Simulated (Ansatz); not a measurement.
Coupled-cluster run, `N[SiH2]C[SeH]`.

```yaml
crystal:
  periodic: [false, false, false]
  atoms:
    - {symbol: N, position_ang: [-1.205303, 1.141582, -0.472051]}
    - {symbol: Si, position_ang: [-0.624118, -0.047743, 0.616924]}
    - {symbol: C, position_ang: [1.233870, -0.156773, 0.425644]}
    - {symbol: Se, position_ang: [1.679143, -0.662091, -1.416002]}
    - {symbol: H, position_ang: [-0.993692, 1.049553, -1.453521]}
    - {symbol: H, position_ang: [-2.106295, 1.565123, -0.324319]}
    - {symbol: H, position_ang: [-1.143851, -1.435465, 0.411979]}
    - {symbol: H, position_ang: [-1.017479, 0.387939, 1.985814]}
    - {symbol: H, position_ang: [1.685932, 0.828124, 0.559182]}
    - {symbol: H, position_ang: [1.711350, -0.853920, 1.114243]}
    - {symbol: H, position_ang: [0.845643, -1.873529, -1.427195]}
basis:
  gaussian: {orbitals: def2-TZVPP}
correlation: {method: ccsd_t}
```

```sh
$ ansatz run in.yaml --threads 4 --pin off --events-out ev --progress --plain --max-ram 10444MiB
```

The program prints (abridged):

```
Functional definition: HF
1475 factors; integrals over basis functions are off by at most 1.1e-3 eV
mean field evaluation 1: about -75786.7476 eV, gradient 3.8e1 eV
mean field evaluation 2: about -75786.9795 eV, gradient 3.8e1 eV
mean field evaluation 4: about -75790.5058 eV, gradient 3.6e0 eV
mean field evaluation 8: about -75790.5619 eV, gradient 1.7e-1 eV
mean field -75790.56207601 eV, -2785.2517836054 hartree, gradient 2.4e-6 eV, S^2 0.000000; 0 other end points of the search recorded, 0 dependent functions left out
16 core orbitals not correlated: weight in the atoms' cores, before any rotation towards them, 1.000 or more for the frozen orbitals, at most 0.000 for the correlated occupied ones
reference -75790.56207601 eV, -2785.2517836054 hartree; 18, 18 occupied and 216, 216 virtual orbitals, 1475 factors
second order -21.67134941 eV of doubles, -0.00000000 eV of singles
cycle   1  -22.15913942 eV  change   -4.9e-1 eV  update   9.4e-2
cycle   2  -22.73450156 eV  change   -5.8e-1 eV  update   2.7e-2
cycle   3  -22.80405338 eV  change   -7.0e-2 eV  update   1.1e-2
cycle   4  -22.79646909 eV  change    7.6e-3 eV  update   2.7e-3
cycle   5  -22.79706912 eV  change   -6.0e-4 eV  update   1.1e-3
cycle   6  -22.79696728 eV  change    1.0e-4 eV  update   3.4e-4
cycle   7  -22.79681785 eV  change    1.5e-4 eV  update   1.3e-4
cycle   8  -22.79683959 eV  change   -2.2e-5 eV  update   4.4e-5
perturbative correction -0.86720704 eV, -0.0318692710 hartree
Total energy: -75814.22612264 eV, -2786.1214212790 hartree
```

It took 3.3 min on 4 threads of an Arm Neoverse V1 on a shared host, with 5.3 GiB of host memory at the peak.

The correlation energy is -23.664 eV, 3.7 % of it from (T); the T1 diagnostic reads 0.0094.
